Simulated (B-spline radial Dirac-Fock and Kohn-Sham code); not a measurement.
K-line shifts caused by a second vacancy in Sc³⁺

System: scandium as Sc³⁺, configuration 1s2 2s2 2p6 3s2 3p6, inside a Watson sphere of charge -3 and radius 2.4 Å (a model of the Madelung potential; inside it an electron's potential energy is raised by 18.0 eV).

Input of the calculation (task.json; shells as n, l, electrons):

```json
{"items": [{
  "Z": 21,
  "q": 3,
  "cfg": [[1, 0, 2], [2, 0, 2], [2, 1, 6], [3, 0, 2], [3, 1, 6]],
  "A": 45,
  "rrms": 3.5459,
  "watson": [-3, 2.4],
  "do": ["binding", "quiet", "double"]
}]}
```

Command: `python xray_run.py task.json out`

Calculated with an atomic code on a B-spline grid, using multi-electron Dirac-Fock with separately optimised hole states, Breit and Lamb-shift corrections added in first order. Each two-hole energy is an average over J within one jj subconfiguration, not an observable level; in light atoms, where LS coupling holds, the j-resolved values are not observed lines, and for a K spectator the Kα1 hypersatellite is nearly forbidden. Correlation and solid-state effects are left out.

Lines without a spectator: Kα2 (K-L2) 4084.4 eV, Kα1 (K-L3) 4088.9 eV, Kβ3 (K-M2) 4463.8 eV, Kβ1 (K-M3) 4464.3 eV. Shifts in eV with one spectator hole (a dash: not computed, or left out as unreliable):

```
spectator hole     Kα2     Kα1    Kβ3    Kβ1
    L2 (2p1/2)  +17.86  +22.06      –  +56.1
    L3 (2p3/2)  +21.05  +19.98  +55.0      –
    M2 (3p1/2)       –   +1.35  +5.70  +6.93
    M3 (3p3/2)   +1.26       –  +6.75  +6.40
```

**Question.** Where does the K-L3 hypersatellite lie, emitted when both K electrons are missing?

**Answer.** +216.9 eV from the normal line, at 4305.7 eV. Removing both K electrons costs 9333.7 eV, which is 296.5 eV more than twice the K binding energy. In light atoms the observed hypersatellite is the ¹S₀ → ¹P₁ component, which lies below this average, and the triplet component is nearly forbidden.

With n spectator holes in 2p, averaged over the 2p shell (energies in eV):

| n | KαLⁿ | step | hypersatellite KαʰLⁿ |
| --- | --- | --- | --- |
| 0 | 4087.4 | – | 4303.9 |
| 1 | 4108.0 | +20.7 | 4326.0 |
| 2 | 4130.1 | +22.1 | 4349.4 |
| 3 | 4153.5 | +23.4 | 4374.2 |
| 4 | 4178.4 | +24.8 | 4400.3 |
| 5 | 4204.5 | +26.2 | 4427.8 |
